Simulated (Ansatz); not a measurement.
Consider the substitution at a C–B bond: `CCB(S)Cl` + `[CH3][In]([OH])[Cl]` → `CC[O][In]([CH3])[Cl]` + `SBCl`.

Program: Ansatz. Geometries: PBE0-D4/def2-TZVP. ΔE: electronic, gas phase. CCSD(T)/CBS adds triple-zeta CCSD(T) − MP2 to the extrapolated MP2 energy (def2 sets, frozen cores). This one scheme is used for every species. DFT in def2-TZVPP. B3LYP here is the variant with VWN-RPA as its local correlation; programs differ in this. Elements past krypton have def2 core potentials. For In outer-core shells are correlated without core-valence functions, which leaves a few kJ/mol of doubt a bond. Each species was taken in one conformer, which may not be the lowest.

```tsv
level	ΔE (kcal/mol)	difference from CCSD(T)/CBS
PBE-D4	18.1	-0.7
PBE0-D4	18.9	0.1
B3LYP-D4	17.1	-1.7
ωB97X-V	17.6	-1.2
ωB97M-V	18.7	-0.1
PBE	18.0	-0.8
r2SCAN	18.3	-0.5
PBE0	18.8	0.0
HF/def2-TZVPP	16.0	-2.8
MP2/def2-TZVPP	19.9	1.1
SCS-MP2/def2-TZVPP	18.3	-0.5
CCSD(T)/def2-TZVPP	18.0	-0.8
HF/def2-QZVPP	16.0	-2.8
MP2/def2-QZVPP	20.3	1.5
MP2/CBS(def2)	20.7	1.9
CCSD/CBS(def2)	18.8	0.0
CCSD(T)/CBS	18.8	0
```

Largest T1 diagnostic among the species: 0.014.

From PBE to PBE0 (25 % exact exchange), in def2-TZVPP and without D4, ΔE moves by +0.8 kcal/mol. In def2-TZVPP, CCSD(T) changes the Hartree–Fock value by +2.0 kcal/mol (the triples alone add +0.0 kcal/mol) and MP2 by +3.9 kcal/mol.
